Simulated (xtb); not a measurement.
disilylmethane (CH$_{8}$Si$_{2}$), singlet, geometry from GFN2-xTB. Base run: GFN2-xTB in xtb 6.7.1.

Geometry (Å):
```xyz
11

Si     1.4695     0.6752    -0.0043
C      0.2500    -0.7734    -0.1407
Si    -1.5829    -0.3245     0.0681
H      2.8397     0.1830    -0.1852
H      1.1810     1.6690    -1.0405
H      1.3587     1.2974     1.3167
H      0.5138    -1.5249     0.6047
H      0.3845    -1.2545    -1.1105
H     -1.9825     0.6328    -0.9654
H     -1.8049     0.2612     1.3918
H     -2.4030    -1.5341    -0.0607
```
All else is at xtb's defaults.
Base energy -9.66527 Eh.

The base run was repeated with changes; each row names its change, and settings that it needs were set with it.

```
change               ΔE vs base (kcal/mol)  HOMO-LUMO gap (eV)  dipole (D)  G_solv (kcal/mol)  SCF cycles
-------------------  ---------------------  ------------------  ----------  -----------------  ----------
base                                 0.000                5.56        0.37                  -          11
alpb = hexane                        -1.06                5.57        0.35              -1.07          11
gbsa = water                          1.42                5.56        0.45               1.36          12
etemp = 1000                         0.000                5.56        0.37                  -          11
alpb = ether                         -2.59                5.57        0.45              -2.69          12
acc = 30                             0.000                5.56        0.37                  -           9
alpb = toluene                       -0.69                5.56        0.36              -0.70          11
alpb = acetonitrile                  -0.97                5.56        0.42              -1.00          12
```

ALPB and GBSA are two models with their own fitted parameters for each solvent, which aren't always the measured dielectric constant.
